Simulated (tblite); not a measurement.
Compound: C5H11FS2Si.
Cartesian coordinates in Å at the GFN2-xTB level; atoms count from 1:
```
atom  x, y, z in Å
C1     2.083    0.245    1.427
S2     0.558   -0.749    1.373
C3    -0.064   -0.364   -0.322
C4     0.960   -0.762   -1.370
Si5   -1.652   -1.503   -0.492
C6    -0.447    1.044   -0.387
S7     0.079    2.065   -1.550
C8    -1.365    1.598    0.666
F9    -2.390    0.729    0.959
H10    2.861   -0.232    0.839
H11    1.884    1.248    1.060
H12    2.379    0.283    2.470
H13    0.517   -0.710   -2.362
H14    1.817   -0.088   -1.358
H15    1.304   -1.777   -1.190
H16   -2.587   -0.791   -1.354
H17   -2.163   -1.832    0.826
H18   -1.142   -2.697   -1.169
H19   -0.822    1.771    1.604
H20   -1.817    2.533    0.325
```

Computed values, GFN2-xTB/tblite, gas phase, harmonic and unscaled. The method is semi-empirical: single wavenumbers can be off by several per cent or more. Modes of hydrogen on silicon can be 10 to 20 % off. One conformer, not necessarily the lowest.

Harmonic wavenumbers (cm⁻¹): 36.3, 44.5, 79.6, 125.1, 137.0, 152.0, 181.3, 221.1, 231.1, 257.2, 277.4, 280.7, 308.6, 351.1, 398.4, 495.4, 547.4, 584.4, 612.1, 697.6, 715.8, 741.9, 790.9, 794.0, 815.7, 918.7, 938.8, 944.9, 1019.3, 1058.8, 1067.2, 1098.1, 1161.6, 1195.4, 1254.0, 1310.9, 1315.5, 1408.6, 1419.5, 1448.3, 1455.5, 1484.7, 1499.8, 2275.4, 2320.7, 2382.6, 2914.2, 2969.4, 3006.7, 3022.3, 3026.1, 3032.1, 3035.7, 3056.8.

A = 997.9, B = 938.3, C = 778.5 MHz; mass 182.006 u (most abundant isotopes); point group C1, symmetry number 1.

Q: What is the zero-point energy?

A: Half the sum of the wavenumbers: 31459 cm⁻¹ = 89.95 kcal/mol.

Q: Entropy at 298.15 K, 1 bar (ideal gas, RRHO, classical rotation)?

A: Translation 41.53, rotation 30.47, vibration 41.84: S = 113.8 cal/(mol K).

Q: And Cp and H(298.15 K) − H(0)?

A: Cp = 47.85 cal/(mol K), of which vibrations give 39.90 (their classical limit is 54 R = 107.3); H(298.15 K) − H(0) = 8.78 kcal/mol without the zero-point energy, 6.41 from vibrations.

Q: Blend soft modes into free rotors: weight 1/[1 + (100 cm⁻¹/ν̃)⁴] for the oscillator and the rest for a rotor with moment μB/(μ + B), μ = h/(8π²ν), B = 10⁻⁴⁴ kg m². What vibrational entropy results?

A: 38.17 cal/(mol K) in place of 41.84, which changes −T·S at 298.15 K by +1.09 kcal/mol.

Q: Which modes carry the vibrational entropy at 298.15 K?

A: 36.3 cm⁻¹: 5.45; 44.5 cm⁻¹: 5.05; 79.6 cm⁻¹: 3.90; 125.1 cm⁻¹: 3.02; 137.0 cm⁻¹: 2.85; 152.0 cm⁻¹: 2.65 cal/(mol K); the other 48 give 18.92 together.

Q: How do the functions run with temperature in this model?

A: 
| T (K) | S (cal/(mol K)) | Cp (cal/(mol K)) | H − H(0) (kcal/mol) | G − H(0) (kcal/mol) | ln q(vib) |
| --- | --- | --- | --- | --- | --- |
| 150 | 87.3 | 30.9 | 2.93 | -10.17 | 4.65 |
| 250 | 105.9 | 42.6 | 6.61 | -19.86 | 8.46 |
| 400 | 129.3 | 57.9 | 14.18 | -37.55 | 13.84 |
| 600 | 155.8 | 72.7 | 27.35 | -66.15 | 20.45 |
| 900 | 188.2 | 86.8 | 51.45 | -117.94 | 29.29 |

q(vib) and H(0) count from the zero-point level.

Hindered rotation and anharmonicity are outside this model. Other conformers, if any are populated, would add a mixing term that is left out. The structure is chiral; the term R ln 2 for an equal mix with its mirror image is left out.
